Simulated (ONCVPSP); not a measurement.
## Which change was made? (F, ONCV)

```
Element                 : fluorine (F)
Generator               : ONCVPSP 4.0.1
Type                    : optimised norm-conserving Vanderbilt (ONCV)
Functional              : LDA (Perdew-Zunger)
Relativity              : scalar-relativistic
Frozen core             : [He]
Valence charge          : 7
Reference configuration : 2s2 2p5
Partial waves           : 2s: rc 0.80 bohr, ncon 5, nbas 8, qcut 7.2 1/bohr, 2 projectors, debl 2.5 Ha; 2p: rc 1.35 bohr, ncon 4, nbas 8, qcut 11.5 1/bohr, 2 projectors, debl 0.9 Ha; d scattering state at 0.08 Ha: rc 1.40 bohr, ncon 4, nbas 8, qcut 8.1 1/bohr, 1 projector
Local potential         : polynomial inside 0.50 bohr (lpopt 5, dvloc0 2 Ha)
Core correction         : none
```

Cutoffs, loose and tight: the cutoffs (Ha) at which the residual kinetic energy of the hardest occupied pseudo-wave falls to 1 and 0.1 mHa per electron. They do not see the model core or the augmentation charge, which bear on the density cutoff. Test errors are all-electron minus pseudo excitation energies from the reference, over the configurations 2s2 2p4; 2s2 2p3; 2s2 2p2; 2s1 2p5; variants that change the core or the reference have their own tests.

The base gives: outcome: generated; cutoff, loose: 200 Ha; cutoff, tight: 250 Ha; bound ghosts: none; GHOST(+) flags above zero: none; largest test error (meV): +664.

(1) After one change the result is: outcome: generated; cutoff, loose: 106 Ha; cutoff, tight: 228 Ha; bound ghosts: none; GHOST(+) flags above zero: none; largest test error (meV): +484. Which change was it?
A. all radii scaled by about 0.79 (s 0.64, p 1.06, d 1.10 bohr); local potential polynomial inside 0.40 bohr (lpopt 5, dvloc0 2 Ha)
B. s: qcut 9; p: qcut 14.4; d: qcut 10.1
C. s: qcut 10.9

Answers

(1) B. The others give: s: qcut 10.9 → outcome: generated; cutoff, loose: 55 Ha; cutoff, tight: 170 Ha; bound ghosts: none; GHOST(+) flags above zero: none; largest test error (meV): +653 | all radii scaled by about 0.79 (s 0.64, p 1.06, d 1.10 bohr); local potential polynomial inside 0.40 bohr (lpopt 5, dvloc0 2 Ha) → outcome: generated; cutoff, loose: 126 Ha; cutoff, tight: 265 Ha; bound ghosts: none; GHOST(+) flags above zero: s; largest test error (meV): +321.
